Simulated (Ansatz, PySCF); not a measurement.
Gas-phase reaction (SMILES): C[Si](C)(C)CO + 5 [H][H] (H2) -> 4 C (CH4) + O (H2O) + [SiH4] (SiH4); energy of full hydrogenation.

Geometries: B3LYP-D3(BJ)/def2-TZVP minima from Ansatz (a first-principles code), one conformer each, not searched for the lowest. Cores are frozen in the correlated levels unless marked. Spin-orbit coupling is left out. No relativistic terms. CBS(X,Y): correlation extrapolated as X^-3; Hartree-Fock from the larger set. Thermal terms are rigid-rotor harmonic-oscillator values from B3LYP-D3(BJ) frequencies (PySCF) at 298.15 K and 1 atm. 1 Eh = 627.5095 kcal/mol.

| species | E, CCSD(T)/CBS(cc-pV(T+d)Z,cc-pV(Q+d)Z) (Ansatz) (Eh) | E, PBE0-D4/def2-TZVPD (Ansatz + dftd4) (Eh) | H - E (Eh) | G - E (Eh) |
|---|---|---|---|---|
| C[Si](C)(C)CO | -523.70408 | -524.10706 | 0.16346 | 0.11742 |
| [H][H] (H2) | -1.17450 | -1.16831 | 0.01336 | -0.00144 |
| C (CH4) | -40.45816 | -40.47492 | 0.04840 | 0.02728 |
| O (H2O) | -76.37426 | -76.38102 | 0.02495 | 0.00353 |
| [SiH4] (SiH4) | -291.45815 | -291.75741 | 0.03520 | 0.01198 |

Question: Work out ΔE and ΔH, ΔG, ΔS and the equilibrium constant at 298.15 K at the first level, then ΔH at the second.

Answer: 
1. ΔE = [4×(-40.45816) + (-76.37426) + (-291.45815)] - [(-523.70408) + 5×(-1.17450)] = -0.08847 Eh = -55.5 kcal/mol at CCSD(T)/CBS(cc-pV(T+d)Z,cc-pV(Q+d)Z).
2. The terms H - E add up to 0.02349 Eh, so ΔH = (-0.08847 + (0.02349))×627.5095 = -40.8 kcal/mol.
3. The terms G - E add up to 0.01441 Eh, so ΔG = -46.5 kcal/mol, and ΔS = (0.02349 - (0.01441))×627509.5/298.15 = 19.1 cal/(mol K).
4. log10 K = -ΔG/(RT ln 10) = 34.1, with RT ln 10 = 1.3642 kcal/mol.
5. At PBE0-D4/def2-TZVPD the same steps give ΔE = -56.2 and ΔH = -41.4 kcal/mol, a shift of -0.6 from the first level.
6. These values are not checked against measurement here, since the tables used lack a sound gas-phase enthalpy of formation for at least one species.
